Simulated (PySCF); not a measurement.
From one molecule to another.

First species: C6H3N.
SMILES: `C#CC1(C#N)C=C1`

Second species: C8H8O2.
SMILES with atom numbers: `[CH2:1]=[C:2]=[C:3]([C:4]#[C:5][CH3:6])[CH2:7][C:8](=[O:9])[OH:10]` (hydrogens: H11, H12 on C1; H13, H14, H15 on C6; H16, H17 on C7; H18 on O10)

Levels: PBE0/pcSseg-1 for dipole moment, HOMO energy, LUMO energy and HOMO–LUMO gap; GFN2-xTB for rotational constant A and rotational constant C. Geometries: GFN2-xTB. Each structure is a single optimised conformer of the isolated species, non-relativistic unless stated. Electronic properties by PySCF.

The conformers computed, where there is a choice (atom-mapped SMILES and torsion angles):
- `[CH2:1]=[C:2]=[C:3]([C:4]#[C:5][CH3:6])[CH2:7][C:8](=[O:9])[OH:10]`: C2–C3–C7–C8 107°, C3–C7–C8–O9 -88°, H–O10–C8–C7 -176°

Values for the first species:

* Dipole moment: 4.45 D
* HOMO energy: -7.89 eV
* LUMO energy: -1.13 eV
* HOMO–LUMO gap: 6.76 eV
* Rotational constant A: 3.786 GHz
* Rotational constant C: 1.763 GHz

Question: Estimate the same properties for the second species, and the change in each.

Answer: 
```csv
property,first,second,second less first
dipole moment,4.45 D,2.10 D,-2.35 D
HOMO energy,-7.89 eV,-6.66 eV,+1.23 eV
LUMO energy,-1.13 eV,-0.64 eV,+0.49 eV
HOMO–LUMO gap,6.76 eV,6.02 eV,-0.74 eV
rotational constant A,3.786 GHz,1.317 GHz,-2.469 GHz
rotational constant C,1.763 GHz,0.649 GHz,-1.114 GHz
```

On the first: The dipole equals about 14.9 × 10⁻³⁰ C·m (1 D = 3.33564 × 10⁻³⁰ C·m).

On the second: The dipole equals about 7.0 × 10⁻³⁰ C·m (1 D = 3.33564 × 10⁻³⁰ C·m).
